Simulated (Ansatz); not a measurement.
`B[SiH](O)[SiH3]` + H₂Te → `B[TeH]` + `O[SiH2][SiH3]` at 700 K and 1 bar (cleavage of the B–Si bond).

Computed with Ansatz on PBE0-D4/def2-TZVP structures; ΔE is electronic, products minus reactants. CCSD(T)/CBS is the MP2 limit (def2-TZVPP, def2-QZVPP) plus CCSD(T) − MP2 in def2-TZVPP, frozen cores. Elements past krypton have def2 core potentials. For Te outer-core shells are correlated without core-valence functions, which leaves a few kJ/mol of doubt a bond. Each species was taken in one conformer, which may not be the lowest.

```
          species  CCSD(T)/CBS energy (Eh)  H − E (kJ/mol)  S (J/(mol·K))
`B[SiH](O)[SiH3]`               -682.33266           266.0          495.7
             H₂Te               -268.91024            57.2          261.6
         `B[TeH]`               -294.31292           110.7          324.5
  `O[SiH2][SiH3]`               -656.96789           215.7          426.7
```

H − E and S are ideal-gas, rigid-rotor, harmonic terms from PBE0-D4/def2-TZVP, for one conformer and one mirror image of each species. 1 Eh = 2625.50 kJ/mol, R = 8.31446 J/(mol·K).

**Question.** By hand: ΔE, ΔH, ΔS and ΔG.

**Answer.** ΔE = (-294.31292) + (-656.96789) − (-682.33266) − (-268.91024) = -0.03791 Eh = -99.5 kJ/mol. Δ(H − E) = 110.7 + 215.7 − 266.0 − 57.2 = 3.2, so ΔH = -96.3 kJ/mol. ΔS = 324.5 + 426.7 − 495.7 − 261.6 = -6.1 J/(mol·K). ΔG = -96.3 − 700 × (-6.1)/1000 = -92.0 kJ/mol.

**Question.** By hand: the equilibrium constant, and the temperature at which ΔG would vanish if ΔH and ΔS stayed fixed.

**Answer.** log₁₀ K = −ΔG/(RT ln 10) = 6.9. ΔG = 0 at ΔH/ΔS = 15787 K, far beyond where these terms or the molecules hold.

The number of gas molecules stays the same, so ΔS is small and ΔH decides. A doubt of 5 kJ/mol in ΔE shifts log₁₀ K by 0.4 here. Other conformers and mirror images would add mixing entropy, several J/(mol·K) or more a flexible species. These are equilibria of isolated gas molecules and say nothing of rates. Largest T1 diagnostic: 0.015 (customary marks: 0.02 for closed shells, 0.045 for open ones).
